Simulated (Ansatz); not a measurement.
Reaction (β-hydride elimination): `C[O][Ge]([CH3])([NH2])[F]` → `[CH3][GeH]([NH2])[F]` + `C=O`

Calculated with Ansatz (gas phase, PBE0-D4/def2-TZVP geometries, no zero-point term in ΔE). CCSD(T)/CBS is the MP2 limit (def2-TZVPP, def2-QZVPP) plus CCSD(T) − MP2 in def2-TZVPP, frozen cores. This one scheme is used for every species. DFT in def2-TZVPP. B3LYP here is the variant with VWN-RPA as its local correlation; programs differ in this. For Ge outer-core shells are correlated without core-valence functions, which leaves a few kJ/mol of doubt a bond. Scalar relativity is left out up to krypton. One conformer a species, not always the lowest.

Task: Is it downhill or uphill in electronic energy at CCSD(T)/CBS, and by how much? (Estimate.)

Result: Computed: Uphill: ΔE = +37.2 kcal/mol.

Task: What do these levels give: r2SCAN-D4, PBE0-D4, B3LYP-D4, ωB97M-V, PBE, PBE0, CCSD/def2-TZVPP, CCSD(T)/def2-TZVPP, HF/def2-QZVPP, SCS-MP2/def2-QZVPP, MP2/CBS(def2), CCSD/CBS(def2)? (Best estimate.)

Result: The calculation gave: r2SCAN-D4 38.3, PBE0-D4 38.5, B3LYP-D4 35.0, ωB97M-V 36.9, PBE 33.1, PBE0 36.5, CCSD/def2-TZVPP 36.4, CCSD(T)/def2-TZVPP 36.5, HF/def2-QZVPP 31.8, SCS-MP2/def2-QZVPP 36.1, MP2/CBS(def2) 39.2, CCSD/CBS(def2) 37.1 kcal/mol.

Largest T1 diagnostic among the species: 0.015.

The D4 term adds +3.5 kcal/mol with B3LYP and +1.9 kcal/mol with PBE0; it sums over pairs of atoms, weighted by their polarisabilities, and B3LYP, whose exchange is more repulsive, gets the larger term. From PBE to PBE0 (25 % exact exchange), in def2-TZVPP and without D4, ΔE moves by +3.4 kcal/mol. In def2-TZVPP, CCSD(T) changes the Hartree–Fock value by +4.7 kcal/mol (the triples alone add +0.1 kcal/mol) and MP2 by +6.7 kcal/mol.
